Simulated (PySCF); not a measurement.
BrH₃OSiZn.

```xyz
7

Zn     0.1820     0.0868     0.0000
Br    -0.1218    -2.1176     0.0000
O      0.5226     1.8197     0.0000
Si    -0.2721     3.2674     0.0000
H     -1.1451     3.4187     1.2037
H      0.7230     4.3739     0.0000
H     -1.1451     3.4187    -1.2037
```
Charge 0, spin multiplicity 1.

Geometry optimised at TPSSh-D3(BJ)/def2-SVP. The structure was generated by enumeration; whether it is a known compound was not checked. Other conformers were not sampled.

The numbers are results of PBE0/pcSseg-1 in PySCF, not measurements. Non-relativistic, no solvent.

Computed absolute GIAO shielding of each atom: isotropic value and principal components (ppm):
```
atom  σ(iso)     σ11     σ22     σ33    span
----  ------  ------  ------  ------  ------
Zn1   1719.1  1312.9  1319.1  2525.3  1212.4
Br2   2975.5  2892.7  2902.3  3131.6   238.9
O3     329.1   268.0   333.5   385.7   117.7
Si4    385.2   331.8   340.3   483.4   151.6
H5      26.1    22.4    24.4    31.4     9.0
H6      26.1    22.7    23.9    31.7     9.0
H7      26.1    22.4    24.4    31.4     9.0
```
